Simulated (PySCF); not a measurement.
# What settings do to a single point of [Er(H2O)5]3+

The sound run of [Er(H2O)5]3+ (singlet in the valence; each metal's 4f electrons, 11 of them, lie in its core potential, out of spins and levels) uses PySCF 2.14.0, RKS r2SCAN, Er lcecp-1-SVP with ECP57, O def2-SVP, H def2-SVP; non-relativistic Hamiltonian with scalar-relativistic core potentials where named; density fitting; no spin-orbit coupling, grid (50, 194), threshold 1e-8 Eh and 55 cycles, at the relaxed geometry:

```xyz
16

Er   -0.0473    0.0000    0.0000
O    -0.4797   -0.0411    2.2609
H    -0.5998    0.7197    2.8702
H    -0.6064   -0.8233    2.8413
O    -0.4797    0.0412   -2.2609
H    -0.5998   -0.7196   -2.8702
H    -0.6063    0.8233   -2.8413
O     2.2218   -0.0001    0.0000
H     2.8297   -0.0174    0.7739
H     2.8297    0.0172   -0.7739
O    -0.7336    2.1989    0.0445
H    -0.1758    3.0086    0.0548
H    -1.6511    2.5523    0.0574
O    -0.7338   -2.1988   -0.0445
H    -1.6514   -2.5521   -0.0574
H    -0.1760   -3.0086   -0.0548
```

There Er1 has a Mulliken charge of 1.50 e and the dipole about the centre of mass is 0.15 D. Each run below changes one thing and starts from free metal ions and neutral atoms unless it says otherwise; with 55 cycles, smearing, a level shift and second-order steps follow where DIIS fails, and their cycles count. Energy shifts count from the sound run. On f atoms grids over 110 angular points are at least (60, 302).

```json
{"change": "grid (40, 110)", "outcome": "converged", "cycles": "10", "energy shift (eV)": "-0.0455", "largest force component (eV/Å)": "0.12", "charge on Er1 (e)": "1.50", "dipole about the centre of mass (D)": "0.15"}
{"change": "charge changed by +4, spin kept, limit 84 cycles", "outcome": "not converged", "cycles": "84", "energy shift (eV)": "–", "largest force component (eV/Å)": "–", "charge on Er1 (e)": "–", "dipole about the centre of mass (D)": "–"}
{"change": "all coordinates × 1.12", "outcome": "converged", "cycles": "11", "energy shift (eV)": "3.99", "largest force component (eV/Å)": "3.66", "charge on Er1 (e)": "1.64", "dipole about the centre of mass (D)": "0.15"}
{"change": "spin (2S) set to 3, limit 57 cycles", "outcome": "refused", "cycles": "–", "energy shift (eV)": "–", "largest force component (eV/Å)": "–", "charge on Er1 (e)": "–", "dipole about the centre of mass (D)": "–"}
```

Task: How does the run with this change end: threshold 0.001?

Result: outcome converged, cycles 7, energy shift (eV) 0.0000, largest force component (eV/Å) 0.01, charge on Er1 (e) 1.50, dipole about the centre of mass (D) 0.15.

Forces carry noise of the integration grid, about 0.01 to 0.03 eV/Å.

No frequency check is given that shows the relaxed geometry to be a minimum. An lcecp potential fixes the number of 4f electrons, so in runs with it no electron can move into or out of that shell.
